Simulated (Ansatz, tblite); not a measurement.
Cost and result up the ladder for the cluster CdB9 (10 atoms). Total charge 0; doublet. Geometry: PBE-D4/def2-SVP.

Cartesian coordinates in Å:
```
Cd -1.284 -1.750 2.002
B 0.267 -1.068 0.427
B -1.488 1.116 -0.646
B 1.577 -0.763 -0.709
B -1.138 -0.221 -1.415
B -0.643 1.806 0.480
B 0.178 -1.079 -1.378
B 1.639 0.102 0.616
B 0.724 1.292 1.085
B 0.169 0.564 -0.461
```

Ansatz on 6 threads of AMD EPYC on a shared host; xTB runs through tblite on one thread. Times are rough, summed over both states, and most runs start from the orbitals of an earlier one. PBE0-D4/def2-TZVP serves as the yardstick here, not as an exact answer. The other state is a singlet.

In the def2 sets Cd takes a core potential; there is no spin–orbit coupling. The xTB rows come from tblite. The structure comes from a short search, and lower isomers may exist.

Raw xTB energies of ions are shifted by several eV, and xTB has no spin-polarisation term.

```csv
level,functions,vertical IE (eV),difference from PBE0-D4/def2-TZVP (eV)
PBE0-D4/def2-TZVP,319,6.91,0.00
GFN1-xTB,40,10.27,3.36
B97M-V/def2-TZVP,319,6.76,-0.15
PBE-D4/def2-TZVP (with forces),319,6.88,-0.03
GFN2-xTB,40,7.86,0.95
```

Estimate how long each takes.

GFN1-xTB 0.023 s; GFN2-xTB 0.032 s; PBE-D4/def2-TZVP (with forces) 18 s; PBE0-D4/def2-TZVP 34 s; B97M-V/def2-TZVP 49 s. On shared hardware such times vary by a factor of up to 3.
